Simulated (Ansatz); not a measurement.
Consider the isomerisation: `CCOC[SiH3]` → `C[SiH2]C(C)O`.

Calculated with Ansatz (gas phase, PBE0-D4/def2-TZVP geometries, no zero-point term in ΔE). CCSD(T)/CBS adds triple-zeta CCSD(T) − MP2 to the extrapolated MP2 energy (def2 sets, frozen cores). DFT in def2-TZVPP. Each species was taken in one conformer, which may not be the lowest.

`CCOC[SiH3]`:

```xyz
15

C    -1.757   -1.185   -0.679
C    -0.266   -1.200   -0.950
O     0.368    0.034   -0.693
C     0.513    0.337    0.674
Si    1.513    1.930    0.829
H    -2.199   -2.140   -0.974
H    -1.979   -1.033    0.379
H    -2.240   -0.391   -1.252
H    -0.080   -1.408   -2.006
H     0.222   -1.994   -0.364
H    -0.458    0.468    1.175
H     1.032   -0.478    1.205
H     2.859    1.760    0.226
H     0.809    3.050    0.154
H     1.662    2.250    2.275
```

`C[SiH2]C(C)O`:

Cartesian coordinates in Å:
```
C -1.999 0.451 0.646
Si -0.803 -0.758 -0.135
C 1.010 -0.265 0.141
C 1.394 1.000 -0.598
O 1.884 -1.298 -0.318
H -1.815 0.549 1.719
H -1.904 1.441 0.194
H -3.031 0.119 0.511
H -0.979 -2.115 0.467
H -1.052 -0.871 -1.599
H 1.170 -0.095 1.219
H 2.451 1.228 -0.437
H 0.804 1.850 -0.248
H 1.233 0.886 -1.673
H 1.637 -2.122 0.109
```

(1) Is it downhill or uphill in electronic energy at CCSD(T)/CBS, and by how much? (Estimate.)

(2) What do these levels give: PBE-D4, B97M-V, ωB97X-V, B2PLYP, PBE, revPBE, r2SCANh, MP2/def2-SVP, HF/def2-TZVPP, HF/def2-QZVPP, MP2/CBS(def2), CCSD/CBS(def2)? (An estimate is asked.)

Largest T1 diagnostic among the species: 0.011.

## Answers

(1) The calculation gave: Downhill: ΔE = -80.2 kJ/mol.

(2) Ansatz gave: PBE-D4 -78.6, B97M-V -77.4, ωB97X-V -73.1, B2PLYP -73.5, PBE -76.6, revPBE -76.1, r2SCANh -79.5, MP2/def2-SVP -66.3, HF/def2-TZVPP -60.5, HF/def2-QZVPP -60.4, MP2/CBS(def2) -86.7, CCSD/CBS(def2) -78.8 kJ/mol.

Leaving LDA and LC-ωPBE aside and taking each functional with its dispersion term where it has one, the values, not all of them listed here, spread over 9.1 kJ/mol, from r2SCANh-D4 to CAM-B3LYP-D4. At CCSD(T), def2-SVP lies +22.0 kJ/mol from the extrapolated value and def2-TZVPP +4.4 kJ/mol. In def2-TZVPP, CCSD(T) changes the Hartree–Fock value by −15.3 kJ/mol (the triples alone add −1.3 kJ/mol) and MP2 by −21.8 kJ/mol.
